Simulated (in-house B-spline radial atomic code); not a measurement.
A calculation on Cl²⁺: its settings, and results tabulated from the run. Level of theory: non-relativistic TPSS, spin-polarised, spherical fractional occupations, point nucleus; calculated with an all-electron radial atomic-structure program (B-spline basis).

Command:
```bash
python run_scf.py task.json out
```
Settings:
```
Z                17
configuration    [Ne] 3s2 3p3
hamiltonian      nr
method           tpss,tpss
spin_polarised   True
```

Output (hartree, bohr):
```
 radial grid: 46 intervals, B-splines of order 8, outer radius 25.5556 bohr

 iter        energy (Eh)    residual
    1        -458.828522    2.70e-02
    2        -458.829912    1.21e-03
    3        -458.829914    6.48e-04
    4        -458.829915    3.47e-04
    5        -458.829915    2.55e-05
    6        -458.829915    3.11e-06
    7        -458.829915    3.89e-07
    8        -458.829915    5.25e-08

 total energy                      -458.82991
 kinetic                             458.3312
 electron-nucleus                  -1077.1071
 Hartree                             187.4621
 exchange-correlation                -27.5161

 orbital      occ     eigenvalue          <r>       <r^2>       <1/r>       r_max
 1s up      1.000      -102.0872    0.0913331   0.0112088     16.5591     0.05992
 1s down    1.000      -102.0634    0.0913184   0.0112048      16.561     0.05991
 2s up      1.000       -10.3118     0.445081    0.235299     3.29331      0.3625
 2s down    1.000       -10.2926     0.444816    0.234783     3.29198      0.3627
 2p up      3.000        -8.0926     0.406941     0.20628     3.20193      0.3014
 2p down    3.000        -8.0630     0.406703    0.205725     3.20083      0.3019
 3s up      1.000        -1.7198      1.44102     2.37758    0.952684        1.25
 3s down    1.000        -1.5464      1.46085     2.45714    0.944578       1.256
 3p up      3.000        -1.2250       1.5858      2.9237    0.849444       1.338
```

Time taken, with all properties: 0.12 s on 1 thread of Arm Neoverse V2, on a shared host.
